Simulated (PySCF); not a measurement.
S (SMILES [S+]), charge +1, quartet; PySCF with BLYP/6-311G**.

Here is a job for PySCF.
```python
from pyscf import gto, scf, dft

mol = gto.Mole()
mol.atom = '''
    S     0.00000000    0.00000000    0.00000000
'''
mol.basis = '6-311g**'
mol.charge = 1
mol.spin = 3
mol.verbose = 4
mol.build()

mf = dft.UKS(mol)
mf.xc = 'blyp'
mf.grids.atom_grid = (99, 590)
mf.grids.prune = None
mf.kernel()
```

It wrote (shortened):

```
PySCF version 2.14.0

[INPUT] verbose = 4
[INPUT] num. atoms = 1
[INPUT] num. electrons = 15
[INPUT] charge = 1
[INPUT] spin (= nelec alpha-beta = 2S) = 3
[INPUT] symmetry False subgroup None
[INPUT] Mole.unit = angstrom
[INPUT] Symbol           X                Y                Z      unit          X                Y                Z       unit  Magmom
[INPUT]  1 S      0.000000000000   0.000000000000   0.000000000000 AA    0.000000000000   0.000000000000   0.000000000000 Bohr   0.0

nuclear repulsion = 0
number of shells = 12
number of NR pGTOs = 45
number of NR cGTOs = 26
basis = 6-311g**
ecp = {}

******** <class 'pyscf.dft.uks.UKS'> ********
method = UKS
initial guess = minao
damping factor = 0
level_shift factor = 0
DIIS = <class 'pyscf.scf.diis.CDIIS'>
diis_start_cycle = 1
diis_space = 8
diis_damp = 0
SCF conv_tol = 1e-09
SCF conv_tol_grad = None
SCF max_cycles = 50
direct_scf = True
direct_scf_tol = 1e-13
number electrons alpha = 9  beta = 6
XC library pyscf.dft.libxc version 7.1.2
    S. Lehtola, C. Steigemann, M. J. T. Oliveira, and M. A. L. Marques,  SoftwareX 7, 1–5 (2018)
XC functionals = blyp
    A. D. Becke,  Phys. Rev. A 38, 3098 (1988)
    C. Lee, W. Yang, and R. G. Parr,  Phys. Rev. B 37, 785 (1988)
    B. Miehlich, A. Savin, H. Stoll, and H. Preuss,  Chem. Phys. Lett. 157, 200 (1989)
radial grids:
    Treutler-Ahlrichs [JCP 102, 346 (1995); DOI:10.1063/1.469408] (M4) radial grids

becke partition: Becke, JCP 88, 2547 (1988); DOI:10.1063/1.454033
pruning grids: None
grids dens level: 3
symmetrized grids: False
atomic radii adjust function: <function treutler_atomic_radii_adjust>
User specified grid scheme (99, 590)
small_rho_cutoff = 0
Set gradient conv threshold to 3.16228e-05
tot grids = 58416
init E= -398.049616586106

cycle= 1 E= -397.686463753238  delta_E= 0.363  |g|= 0.283  |ddm|= 0.788
cycle= 2 E= -397.724895749976  delta_E= -0.0384  |g|= 0.199  |ddm|= 0.604
cycle= 3 E= -397.735180297463  delta_E= -0.0103  |g|= 0.015  |ddm|= 0.188
cycle= 4 E= -397.735317384481  delta_E= -0.000137  |g|= 0.00253  |ddm|= 0.0318
cycle= 5 E= -397.735320353004  delta_E= -2.97e-06  |g|= 6.15e-05  |ddm|= 0.00364
cycle= 6 E= -397.735320353314  delta_E= -3.1e-10  |g|= 2.61e-06  |ddm|= 2.46e-05
Extra cycle  E= -397.735320353317  delta_E= -2.27e-12  |g|= 1.81e-06  |ddm|= 5.32e-06
converged SCF energy = -397.735320353317  <S^2> = 3.750434  2S+1 = 4.000217
```
